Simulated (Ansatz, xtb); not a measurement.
Species: ZnF, charge 0, multiplicity 2. The spin state was set by rule; other spins were not relaxed. 
Coordinates optimised at B3LYP-D3(BJ)/def2-TZVP (Ansatz, a quantum-chemistry and plane-wave program):
```
Zn
F 1 1.8032
```
Charge 0, spin multiplicity 2.

Harmonic wavenumbers from GFN2-xTB (xtb, at its own minimum), cm⁻¹: 344.

Problem. Give the harmonic wavenumbers at B3LYP-D3(BJ)/def2-TZVP (Ansatz, finite differences of forces, unscaled).

Solution. 577 cm⁻¹. Zero-point energy 0.8 kcal/mol.

Problem. From these and the geometry, give the ideal-gas thermochemistry at 298.15 K and 1 atm (rigid rotor, harmonic oscillator).

Solution. Point group C∞v, rotational symmetry number 1. Rotational constants 10.56, 10.56 GHz. S(trans) 39.21, S(rot) 14.66, S(vib) 0.49, S(elec, spin only) 1.38, S 55.7 cal/(mol K). H(298) - H(0) 2.18 kcal/mol; G - E(el) -13.6 kcal/mol.
